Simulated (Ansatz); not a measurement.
Reactions of `FCC(F)I`.

Calculated with Ansatz (gas phase, PBE0-D4/def2-TZVP geometries, no zero-point term in ΔE). CBS: MP2 limit from def2 TZ/QZ plus the TZ coupled-cluster correction, frozen cores. This one scheme is used for every species. DFT in def2-TZVPP. No spin–orbit coupling; open shells (•) take unrestricted orbitals. def2 core potentials past Kr. For Br, Ge, I outer-core shells are correlated without core-valence functions, which leaves a few kJ/mol of doubt a bond. Scalar relativity is left out up to krypton. One conformer a species, not always the lowest.

```tsv
reaction	ωB97M-V (kJ/mol)	CCSD(T)/CBS(def2) (kJ/mol)
`FCC(F)I` + HBr → `FCC(Br)I` + H–F	-10	-27
`FCC(F)I` → `F[CH]I`• + `[CH2]F`•	404	410
`FCC(F)I` + `B[NH][GeH3]` → `B[N]([GeH3])CF` + `FCI`	20	21
`FCC(F)I` + H₂ → `FCCI` + H–F	-102	-115
```

Largest T1 diagnostic: 0.015, for `F[CH]I`•.
